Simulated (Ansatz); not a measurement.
Stepwise reaction of `[OH][Ge]([OH])([F])[Cl]` with hydrogen chloride, as a gas-phase model of exchange steps in deposition or etching. ΔE in kJ/mol.

Isolated molecules relaxed with PBE0-D4/def2-TZVP in Ansatz; ΔE leaves out vibrations. CCSD(T)/CBS adds triple-zeta CCSD(T) − MP2 to the extrapolated MP2 energy (def2 sets, frozen cores). This one scheme is used for every species. DFT in def2-TZVPP. B3LYP here is the variant with VWN-RPA as its local correlation; programs differ in this. For Ge outer-core shells are correlated without core-valence functions, which leaves a few kJ/mol of doubt a bond. Scalar relativity is left out up to krypton. One conformer a species, not always the lowest.

| step | reaction | PBE-D4 | B3LYP-D4 | ωB97M-V | CCSD(T)/CBS |
| --- | --- | --- | --- | --- | --- |
| 2 | `[OH][Ge]([F])([Cl])[Cl]` + HCl → `[F][Ge]([Cl])([Cl])[Cl]` + H₂O | -30.9 | -28.1 | -26.8 | -27.0 |

**Question.** Give the row of step 1, `[OH][Ge]([OH])([F])[Cl]` + HCl → `[OH][Ge]([F])([Cl])[Cl]` + H₂O. (Estimate.)

**Answer.** Ansatz gave: 
```csv
step,reaction,PBE-D4,B3LYP-D4,ωB97M-V,CCSD(T)/CBS
1,`[OH][Ge]([OH])([F])[Cl]` + HCl → `[OH][Ge]([F])([Cl])[Cl]` + H₂O,-31.2,-27.9,-26.9,-26.6
```

**Question.** By hand: ΔE of the 2 steps together at CCSD(T)/CBS.

**Answer.** (-26.6) + (-27.0) = -53.6 kJ/mol, or -26.8 kJ/mol a step.

In ΔE the steps differ by no more than 0.4 kJ/mol. All are downhill at CCSD(T)/CBS. PBE-D4 differs from CCSD(T)/CBS by -4.6 to -3.9 kJ/mol a step. Isolated molecules leave out the surface, adducts and barriers. Largest T1 diagnostic: 0.011.
